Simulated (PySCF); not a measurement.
C4H8F2Ge (SMILES C=[CH][Ge]([F])([F])[CH2]C), singlet, geometry from GFN2-xTB, with bond 10-2 at 1.8 times its length; PySCF with SA2-CASSCF(2,2)/STO-3G.

PySCF was given this input:
```python
from pyscf import gto, scf, mcscf
import numpy

mol = gto.Mole()
mol.atom = '''
    C    -2.924444   -0.158593    0.511322
    C    -1.950455   -0.690856   -0.203030
    Ge   -0.074068   -0.059451   -0.082930
    F    -0.133127    1.391284    0.927315
    F     0.277178    0.677744   -1.655283
    C     1.604334   -1.048003    0.432880
    C     2.826024   -0.150092    0.320817
    H    -2.734285    0.636420    1.214826
    H    -3.948389   -0.489544    0.418788
    H    -2.284877   -2.119991   -1.477267
    H     1.473460   -1.405057    1.453349
    H     1.696106   -1.914379   -0.220549
    H     2.942276    0.208903   -0.699856
    H     3.723216   -0.698670    0.602843
    H     2.724810    0.713601    0.975053
'''
mol.basis = 'sto-3g'
mol.charge = 0
mol.spin = 0
mol.verbose = 4
mol.build()

mf = scf.RHF(mol)
mf.kernel()
mc = mcscf.CASSCF(mf, 2, 2)
mc.fix_spin_(ss=0.0)
mc = mc.state_average_([0.5, 0.5])
mc.kernel()
```

It wrote (shortened):

```
PySCF version 2.14.0

[INPUT] verbose = 4
[INPUT] num. atoms = 15
[INPUT] num. electrons = 82
[INPUT] charge = 0
[INPUT] spin (= nelec alpha-beta = 2S) = 0
[INPUT] symmetry False subgroup None
[INPUT] Mole.unit = angstrom
[INPUT] Symbol           X                Y                Z      unit          X                Y                Z       unit  Magmom
[INPUT]  1 C     -2.924444000000  -0.158593000000   0.511322000000 AA   -5.526398226628  -0.299697335273   0.966258541465 Bohr   0.0
[INPUT]  2 C     -1.950455000000  -0.690856000000  -0.203030000000 AA   -3.685825768289  -1.305528631513  -0.383671095070 Bohr   0.0
[INPUT]  3 Ge    -0.074068000000  -0.059451000000  -0.082930000000 AA   -0.139968234594  -0.112346107832  -0.156714987510 Bohr   0.0
[INPUT]  4 F     -0.133127000000   1.391284000000   0.927315000000 AA   -0.251573569785   2.629145721489   1.752371381201 Bohr   0.0
[INPUT]  5 F      0.277178000000   0.677744000000  -1.655283000000 AA    0.523790507755   1.280750542567  -3.128031528648 Bohr   0.0
[INPUT]  6 C      1.604334000000  -1.048003000000   0.432880000000 AA    3.031751872328  -1.980438647723   0.818024644802 Bohr   0.0
[INPUT]  7 C      2.826024000000  -0.150092000000   0.320817000000 AA    5.340411381448  -0.283632773488   0.606256266105 Bohr   0.0
[INPUT]  8 H     -2.734285000000   0.636420000000   1.214826000000 AA   -5.167049796506   1.202659500196   2.295688429001 Bohr   0.0
[INPUT]  9 H     -3.948389000000  -0.489544000000   0.418788000000 AA   -7.461373843245  -0.925104085924   0.791394624254 Bohr   0.0
[INPUT] 10 H     -2.284877000000  -2.119991000000  -1.477267000000 AA   -4.317791758318  -4.006202376543  -2.791630042858 Bohr   0.0
[INPUT] 11 H      1.473460000000  -1.405057000000   1.453349000000 AA    2.784435855502  -2.655172919403   2.746431573411 Bohr   0.0
[INPUT] 12 H      1.696106000000  -1.914379000000  -0.220549000000 AA    3.205175818232  -3.617652008619  -0.416777207047 Bohr   0.0
[INPUT] 13 H      2.942276000000   0.208903000000  -0.699856000000 AA    5.560095822881   0.394769456600  -1.322536166634 Bohr   0.0
[INPUT] 14 H      3.723216000000  -0.698670000000   0.602843000000 AA    7.035858542599  -1.320294951450   1.139208166111 Bohr   0.0
[INPUT] 15 H      2.724810000000   0.713601000000   0.975053000000 AA    5.149144641476   1.348510452216   1.842583126936 Bohr   0.0

nuclear repulsion = 585.838303727075
number of shells = 34
number of NR pGTOs = 168
number of NR cGTOs = 56
basis = sto-3g
ecp = {}

******** <class 'pyscf.scf.hf.RHF'> ********
method = RHF
initial guess = minao
damping factor = 0
level_shift factor = 0
DIIS = <class 'pyscf.scf.diis.CDIIS'>
diis_start_cycle = 1
diis_space = 8
diis_damp = 0
SCF conv_tol = 1e-09
SCF conv_tol_grad = None
SCF max_cycles = 50
direct_scf = True
direct_scf_tol = 1e-13
Set gradient conv threshold to 3.16228e-05
Initial guess from minao.
init E= -2399.43517012152
  HOMO = -0.387088191454495  LUMO = -0.145950174565272  gap/eV = 6.56170
cycle= 1 E= -2401.69235788754  delta_E= -2.26  |g|= 0.587  |ddm|= 4.51
  HOMO = -0.187916174282629  LUMO = 0.156083116377789  gap/eV = 9.36070
cycle= 2 E= -2401.88558554948  delta_E= -0.193  |g|= 0.179  |ddm|= 1.37
  HOMO = -0.284753295035729  LUMO = 0.181156074914872  gap/eV = 12.67804
cycle= 3 E= -2401.89739788952  delta_E= -0.0118  |g|= 0.0828  |ddm|= 0.336
  HOMO = -0.276546012134316  LUMO = 0.200623460734857  gap/eV = 12.98444
cycle= 4 E= -2401.90028177704  delta_E= -0.00288  |g|= 0.0279  |ddm|= 0.144
  HOMO = -0.282293096207717  LUMO = 0.1953949900161  gap/eV = 12.99855
cycle= 5 E= -2401.90069000967  delta_E= -0.000408  |g|= 0.00607  |ddm|= 0.0591
  HOMO = -0.282379415494775  LUMO = 0.195466253323156  gap/eV = 13.00284
cycle= 6 E= -2401.90071764565  delta_E= -2.76e-05  |g|= 0.0016  |ddm|= 0.0168
  HOMO = -0.282335754645737  LUMO = 0.195603447385566  gap/eV = 13.00539
cycle= 7 E= -2401.90071947751  delta_E= -1.83e-06  |g|= 0.000362  |ddm|= 0.0044
  HOMO = -0.282388028633211  LUMO = 0.195563023178151  gap/eV = 13.00571
cycle= 8 E= -2401.9007195679  delta_E= -9.04e-08  |g|= 0.000125  |ddm|= 0.000829
  HOMO = -0.282412933887544  LUMO = 0.195531723870851  gap/eV = 13.00554
cycle= 9 E= -2401.90071957999  delta_E= -1.21e-08  |g|= 2.8e-05  |ddm|= 0.000353
  HOMO = -0.282412905735222  LUMO = 0.195532143198282  gap/eV = 13.00555
cycle= 10 E= -2401.90071958057  delta_E= -5.78e-10  |g|= 7.05e-06  |ddm|= 7.56e-05
  HOMO = -0.282413260083406  LUMO = 0.195531664176516  gap/eV = 13.00554
Extra cycle  E= -2401.90071958061  delta_E= -3.55e-11  |g|= 2.81e-06  |ddm|= 1.34e-05
converged SCF energy = -2401.90071958061

******** <class 'pyscf.mcscf.addons.StateAverageCASSCF'> ********
CAS (1e+1e, 2o), ncore = 40, nvir = 14
max_cycle_macro = 50
max_cycle_micro = 4
conv_tol = 1e-07
conv_tol_grad = None
orbital rotation max_stepsize = 0.02
orbital rotation threshold for CI restart = 0.01
augmented hessian ah_max_cycle = 30
augmented hessian ah_conv_tol = 1e-12
augmented hessian ah_linear dependence = 1e-14
augmented hessian ah_level shift = 1e-08
augmented hessian ah_start_tol = 2.5
augmented hessian ah_start_cycle = 3
augmented hessian ah_grad_trust_region = 3
kf_trust_region = 3
kf_interval = 4
ci_response_space = 4
ci_grad_trust_region = 3
with_dep4 0
natorb = False
canonicalization = True
sorting_mo_energy = False
ao2mo_level = 2
internal_rotation = False
******** <class 'pyscf.mcscf.addons.StateAverageSpinPenaltyFCISolver'> ********
max. cycles = 50
conv_tol = 1e-08
davidson only = True
linear dependence = 1e-12
level shift = 0.001
max iter space = 12
nroots = 2
pspace_size = 400
spin = None
State-average over 2 states with weights [0.5, 0.5]
CASCI E = -2401.74525157641  S^2 = 0.0000000
Set conv_tol_grad to 0.000316228
macro iter   1 ( 21 JK    4 micro), CASSCF E = -2401.75779169357  dE = -1.25401172e-02  S^2 = 0.0000000
               |grad[o]|=0.0615  |ddm|=0.178  |maxRot[o]|=0.143
macro iter   2 ( 17 JK    4 micro), CASSCF E = -2401.76181414064  dE = -4.02244708e-03  S^2 = 0.0000000
               |grad[o]|=0.0204  |ddm|= 0.03  |maxRot[o]|=0.144
macro iter   3 ( 15 JK    4 micro), CASSCF E = -2401.76243483158  dE = -6.20690936e-04  S^2 = 0.0000000
               |grad[o]|=0.00656  |ddm|=0.0125  |maxRot[o]|=0.0621
macro iter   4 ( 14 JK    4 micro), CASSCF E = -2401.76246630389  dE = -3.14723152e-05  S^2 = 0.0000000
               |grad[o]|=0.00154  |ddm|=0.0041  |maxRot[o]|=0.0166
macro iter   5 (  6 JK    1 micro), CASSCF E = -2401.76246642564  dE = -1.21744051e-07  S^2 = 0.0000000
               |grad[o]|=0.000102  |ddm|=0.0002  |maxRot[o]|=0.000764
macro iter   6 (  5 JK    1 micro), CASSCF E = -2401.76246643836  dE = -1.27261046e-08  S^2 = 0.0000000
               |grad[o]|=4.92e-05  |ddm|=8.01e-05  |maxRot[o]|=0.000255
1-step CASSCF converged in   6 macro ( 78 JK  18 micro) steps
CASSCF canonicalization
Density matrix diagonal elements [1.45234556 0.54765444]
CASSCF energy = -2401.76246643836
CASCI E = -2401.76246643836  E(CI) = -0.857441440310140  S^2 = 0.0000000
CASCI state-averaged energy = -2401.76246643836
CASCI energy for each state
  State 0 weight 0.5  E = -2401.90488735463 S^2 = 0.0000000
  State 1 weight 0.5  E = -2401.62004552209 S^2 = 0.0000000
```
